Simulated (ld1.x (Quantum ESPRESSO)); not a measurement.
Pb (Z = 82), ultrasoft: configuration errors across variants

lead, ultrasoft, made with ld1.x (Quantum ESPRESSO) 7.5 (PBE, non-relativistic). Core [Xe] 4f14 5d10, reference 6s2 6p0 (charge +2). Waves: 6s (bound): rcut 1.80, rcutus 2.40 bohr; 6s channel at 1.35 Ry: rcut 1.80, rcutus 2.40 bohr; 6p (bound, empty): rcut 2.65, rcutus 2.85 bohr; 6p channel at -0.5 Ry: rcut 2.65, rcutus 2.85 bohr. Local part: all-electron potential smoothed inside 2.40 bohr (lloc = -1). Core correction: a·sin(br)/r model core inside 2.25 bohr. Augmentation charge: built from norm-conserving waves at rcut, not smoothed further.

All-electron excitation energies from the reference (eV): (1) 6s2 6p2 -20.108; (2) 6s2 6p1 -13.394; (3) 6s1 6p0 28.459; (4) 6s0 6p4 -8.196; (5) 6s1 6p3 -14.236; (6) 6s2 6p1.5 -17.531; (7) 6s1 6p2 -6.953.

The overlap operator is not positive definite (basis up to 400 Ry) in “waves 6s (bound): rcut 1.50, rcutus 1.58 bohr; 6s channel at 1.35 Ry: rcut 1.50, rcutus 1.58 bohr”. Such files are unfit for use, however small their errors in these radial tests.

Tests that are not counted but printed errors over 1 eV. “waves 6s (bound): rcut 1.50, rcutus 1.58 bohr; 6s channel at 1.35 Ry: rcut 1.50, rcutus 1.58 bohr”: 6s2 6p2 (solver errors, printed error -4.5 eV).

1 further variants failed, have other tests or too few solved ones, and are left out.

A true bound ghost makes a file unfit for plane-wave use even where its test errors are small: the radial tests pick states by their node count and pass the ghost by. Where a test does run into it, the solver fails or the error is huge.

The file “waves 6s (bound): rcut 1.50, rcutus 1.58 bohr; 6s channel at 1.35 Ry: rcut 1.50, rcutus 1.58 bohr” misses its own reference levels by 15.1 eV.

Errors AE − PS in meV (a dash: test not solved or not reliable):

```tsv
change	(1)	(2)	(3)	(4)	(5)	(6)	(7)	bound ghosts
base	-56	-23	-93	-24	-27	-41	-8.8	d
waves 6s (bound): rcut 1.50, rcutus 1.58 bohr; 6s channel at 1.35 Ry: rcut 1.50, rcutus 1.58 bohr	–	–	–	–	–	–	–	p, d (s not tested, overlap not positive)
waves 6s (bound): rcut 1.80, rcutus 2.06 bohr; 6s channel at 1.35 Ry: rcut 1.80, rcutus 2.06 bohr	-56	-23	-93	-24	-27	-41	-8.9	d
waves 6s (bound): rcut 1.80, rcutus 2.30 bohr; 6s channel at 1.35 Ry: rcut 1.80, rcutus 2.30 bohr	-56	-23	-93	-24	-27	-41	-8.9	d
waves 6s (bound): rcut 1.80, rcutus 2.56 bohr; 6s channel at 1.35 Ry: rcut 1.80, rcutus 2.56 bohr	-56	-23	-93	-24	-27	-41	-8.7	d
waves 6s (bound): rcut 1.80, rcutus 2.90 bohr; 6s channel at 1.35 Ry: rcut 1.80, rcutus 2.90 bohr	-54	-23	-93	-24	-25	-40	-8.2	d
waves 6s (bound): rcut 1.80, rcutus 3.04 bohr; 6s channel at 1.35 Ry: rcut 1.80, rcutus 3.04 bohr	-52	-22	-93	-24	-24	-38	-7.7	d
waves 6s (bound): rcut 1.80, rcutus 3.64 bohr; 6s channel at 1.35 Ry: rcut 1.80, rcutus 3.64 bohr	-46	-20	-93	-24	-22	-35	-7.1	d
```

Give the same row for: waves 6s (bound): rcut 1.80, rcutus 3.32 bohr; 6s channel at 1.35 Ry: rcut 1.80, rcutus 3.32 bohr.

-50, -21, -93, -24, -23, -37, -7.5; bound ghosts: d.
